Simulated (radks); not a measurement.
Results of a calculation; reference values are marked as such.
All-electron atom: Ru2+ in [Kr] 4d6.

Level of theory: Dirac Kohn-Sham, PBE, spin-unpolarised, spherical densities, point nucleus; open shells fill j = l - 1/2 first (a radial shooting solver on a logarithmic mesh with Libxc functionals).

Energy parts (eV):
total: -123284.601
kinetic: 128297.070
electron-nucleus: -297414.735
Hartree: 49454.825
exchange-correlation: -3621.761

Orbitals (lengths in bohr, moments of r in powers of bohr; <r^-3> diverges for s and p1/2):
orbital  occ.  eigenvalue (eV)  <r^-3>  small-component weight
1s1/2       2        -21946.33       -                2.58e-02
2s1/2       2        -3172.005       -                5.35e-03
2p1/2       2        -2932.420       -                5.35e-03
2p3/2       4        -2801.496    2801                5.16e-03
3s1/2       2        -575.2574       -                1.46e-03
3p1/2       2        -482.3283       -                1.40e-03
3p3/2       4        -460.1134   482.3                1.35e-03
3d3/2       4        -295.6846   72.04                1.24e-03
3d5/2       6        -291.3567   68.35                1.22e-03
4s1/2       2         -96.3575       -                3.48e-04
4p1/2       2         -68.6366       -                2.98e-04
4p3/2       4         -65.2214   74.21                2.85e-04
4d3/2       4         -24.2902   6.374                1.65e-04
4d5/2       2         -23.9183   5.995                1.62e-04

The highest occupied level is 4d5/2 at -23.918 eV. For comparison, the ionisation energy in NIST's Atomic Spectra Database is 28.470 eV (semi-empirical). In exact Kohn-Sham theory the highest level is minus the ionisation energy, but local and semilocal functionals leave it too shallow, through self-interaction and a potential that decays too fast; potentials with the right tail come closer. Summed over all electrons, <r^2> = 31.06 bohr^2, which gives a Langevin (diamagnetic) susceptibility term of -24.6 x 10^-6 cm^3/mol.

Beside tabulated values, note that spin-unpolarised runs miss the spin-polarisation part of the exchange energy of open shells.
